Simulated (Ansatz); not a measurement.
The first iterations of a band of AlH7N2O (11 atoms, charge 0, multiplicity 1).

Theory: RKS B3LYP-D4/6-31G* (Ansatz 0.2.0).

```json
{
  "movable images": "9",
  "climbing image": "yes",
  "spring": "2.0 to 10.0 eV/Å², energy-weighted",
  "optimiser": "quadratic models (default)",
  "start path": "through a guess of the saddle point",
  "force threshold": "0.03 eV/Å",
  "iteration limit": "60",
  "end points": "relaxed"
}
```

Image 0:

```xyz
11
Properties=species:S:1:pos:R:3
Al 0.158 -0.239 0.171
N 0.197 -0.138 2.035
H -0.619 0.255 2.497
H 1.015 0.250 2.497
N 1.604 0.342 -0.715
H 2.523 0.472 -0.312
H 1.672 0.351 -1.726
H -1.270 -0.153 -0.532
O 0.227 -2.250 0.566
H -0.613 -2.696 0.364
H 0.185 -1.938 1.524
```

Image 10:

```xyz
11
Properties=species:S:1:pos:R:3
Al 0.065 -0.606 0.053
N 0.154 -0.221 2.070
H -0.677 0.247 2.430
H 0.969 0.357 2.276
N 1.575 0.165 -0.594
H 2.463 -0.317 -0.680
H 1.516 0.874 -1.316
H -1.283 0.142 -0.389
O 0.058 -2.331 0.368
H -0.013 -2.930 -0.385
H 0.252 -1.122 2.539
```

| iteration | highest image above the first end (eV) | largest band force component (eV/Å) |
| --- | --- | --- |
| 1 | 3.225 | 18.271 |
| 2 | 0.356 | 2.103 |
| 3 | 0.128 | 1.119 |
| 4 | 0.094 | 1.226 |
| 5 | 0.063 | 1.123 |

Problem. Does the band converge within its limit, and where does its top end?

Solution. The run converged. It ended after 16 iterations with the highest image 0.059 eV above the first end. Another band between the same ends (9 images) ends at a top of the same energy, where a vibrational analysis finds 1 clearly imaginary mode. The orbitals stay closed-shell, which can raise the energy where a bond breaks towards radicals; this wasn't checked here.

Run time: 4.5 min on 1 thread of AMD EPYC 9R45 96-Core Processor (Zen 5), on a shared host, peak memory 0.17 GiB.
